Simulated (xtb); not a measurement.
Cl2, charge -1, doublet, from a rough starting geometry (a state made from the parent by changing its charge; the spin is typed, not shown lowest); GFN2-xTB (xtb 6.7.1).

Here is a job for xtb.
```
$ xtb mol.xyz --gfn 2 --chrg -1 --uhf 1 --opt vtight --json

# file mol.xyz
2

Cl     0.06587972    -0.07285686    -1.30932034
Cl    -0.05509604     0.06938493     1.28186407
```

Problem. Predict the main parts of the log of this xtb run.

Solution. 
```
   ID    Z sym.   atoms
    1   17 Cl     1, 2

           -------------------------------------------------
          |                Calculation Setup                |
           -------------------------------------------------

           -------------------------------------------------
          |                 G F N 2 - x T B                 |
           -------------------------------------------------

          ...................................................
          :                      SETUP                      :
          :.................................................:
          :  # basis functions                  20          :
          :  # atomic orbitals                  18          :
          :  # shells                            6          :
          :  # electrons                        15          :
          :  max. iterations                   250          :
          :  Hamiltonian                  GFN2-xTB          :
          :  restarted?                      false          :
          :  GBSA solvation                  false          :
          :  PC potential                    false          :
          :  electronic temp.          300.0000000     K    :
          :  accuracy                    1.0000000          :
          :  -> integral cutoff          0.2500000E+02      :
          :  -> integral neglect         0.1000000E-07      :
          :  -> SCF convergence          0.1000000E-05 Eh   :
          :  -> wf. convergence          0.1000000E-03 e    :
          :  Broyden damping             0.4000000          :
          :  net charge                         -1          :
          :  unpaired electrons                  1          :
          ...................................................

 iter      E             dE          RMSdq      gap      omega  full diag
   1     -9.3226214 -0.932262E+01  0.606E+00   11.38       0.0  T
   2     -9.3227933 -0.171831E-03  0.365E+00   11.50       1.0  T
   3     -9.3229992 -0.205911E-03  0.412E-01   11.70       1.0  T
   4     -9.3230534 -0.541732E-04  0.702E-02   11.72       1.0  T
   5     -9.3230550 -0.161024E-05  0.979E-03   11.72       7.2  T
   6     -9.3230550 -0.700105E-09  0.139E-04   11.72     509.1  T
   7     -9.3230550 -0.692779E-13  0.131E-05   11.72    5385.5  T

   *** convergence criteria satisfied after 7 iterations ***

         :::::::::::::::::::::::::::::::::::::::::::::::::::::
         ::                     SUMMARY                     ::
         :::::::::::::::::::::::::::::::::::::::::::::::::::::
         :: total energy              -9.323052789450 Eh    ::
         :: gradient norm              0.002978385829 Eh/a0 ::
         :: HOMO-LUMO gap             11.715474917320 eV    ::
         ::.................................................::
         :: SCC energy                -9.323054963050 Eh    ::
         :: -> isotropic ES            0.131873727437 Eh    ::
         :: -> anisotropic ES         -0.007051016824 Eh    ::
         :: -> anisotropic XC         -0.001521545467 Eh    ::
         :: -> dispersion             -0.000852356286 Eh    ::
         :: repulsion energy           0.000002173601 Eh    ::
         :: add. restraining           0.000000000000 Eh    ::
         :: total charge              -0.999999999754 e     ::
         :::::::::::::::::::::::::::::::::::::::::::::::::::::

      -----------------------------------------------------------
     |                   =====================                   |
     |                        A N C O P T                        |
     |                   =====================                   |
     |               Approximate Normal Coordinate               |
     |                Rational Function Optimizer                |
      -----------------------------------------------------------
      -----------------------------------------------------------
     |                   =====================                   |
[...]
 * total energy  :    -9.3230528 Eh     change       -0.3552714E-14 Eh
 * total energy  :    -9.3229139 Eh     change        0.1388576E-03 Eh
 * total energy  :    -9.3231123 Eh     change       -0.1983930E-03 Eh
 * total energy  :    -9.3231132 Eh     change       -0.8714874E-06 Eh
 * total energy  :    -9.3231133 Eh     change       -0.9279112E-07 Eh
   *** GEOMETRY OPTIMIZATION CONVERGED AFTER 5 ITERATIONS ***
         :: total energy              -9.323113289124 Eh    ::
[...]
         :: -> anisotropic XC         -0.001669631424 Eh    ::
         :: -> dispersion             -0.000858333455 Eh    ::
         :: repulsion energy           0.000002944021 Eh    ::
         :: add. restraining           0.000000000000 Eh    ::
         :: total charge              -0.999999999931 e     ::
         :::::::::::::::::::::::::::::::::::::::::::::::::::::

           -------------------------------------------------
          |                Property Printout                |
           -------------------------------------------------

    * Orbital Energies and Occupations

         #    Occupation            Energy/Eh            Energy/eV
      -------------------------------------------------------------
         1        2.0000           -0.8484343             -23.0871
         2        2.0000           -0.8404933             -22.8710
         3        2.0000           -0.2449941              -6.6666
         4        2.0000           -0.2221136              -6.0440
         5        2.0000           -0.2221136              -6.0440
         6        2.0000           -0.2103327              -5.7234
         7        2.0000           -0.2103327              -5.7234
         8        1.0000           -0.1721115              -4.6834 (HOMO)
         9                          0.2553136               6.9474 (LUMO)
        10                          0.2553136               6.9474
        11                          0.2553656               6.9489
        12                          0.2553656               6.9489
        13                          0.2569606               6.9923
        14                          0.2569606               6.9923
        15                          0.2576177               7.0101
        16                          0.2576177               7.0101
        17                          0.2592884               7.0556
        18                          0.2653838               7.2215
      -------------------------------------------------------------
                  HL-Gap            0.4274251 Eh           11.6308 eV
             Fermi-level           -0.0746459 Eh           -2.0312 eV

     #   Z          covCN         q      C6AA      α(0)
     1  17 Cl       0.602    -0.500   114.599    16.365
     2  17 Cl       0.602    -0.500   114.599    16.365

 Mol. C6AA /au·bohr⁶  :        458.394369
 Mol. C8AA /au·bohr⁸  :      19125.845528
 Mol. α(0) /au        :         32.729864

Wiberg/Mayer (AO) data.
largest (>0.10) Wiberg bond orders for each atom

 ---------------------------------------------------------------------------
     #   Z sym  total        # sym  WBO       # sym  WBO       # sym  WBO
 ---------------------------------------------------------------------------
     1  17 Cl   0.509 --     2 Cl   0.509
     2  17 Cl   0.509 --     1 Cl   0.509
 ---------------------------------------------------------------------------

Topologies differ in total number of bonds
Writing topology from bond orders to xtbtopo.mol

molecular dipole:
                 x           y           z       tot (Debye)
 q only:       -0.010       0.003       0.026
   full:       -0.010       0.003       0.026       0.071
molecular quadrupole (traceless):
                xx          xy          yy          xz          yz          zz
 q only:        2.926       0.023       2.918       0.411      -0.483      -5.844
  q+dip:        3.980       0.031       3.970       0.559      -0.656      -7.949
   full:        3.530       0.027       3.521       0.495      -0.582      -7.051

optimized geometry written to: xtbopt.xyz

           -------------------------------------------------
          | TOTAL ENERGY               -9.323113289124 Eh   |
          | GRADIENT NORM               0.000001241073 Eh/α |
          | HOMO-LUMO GAP              11.630830148907 eV   |
           -------------------------------------------------

normal termination of xtb
```
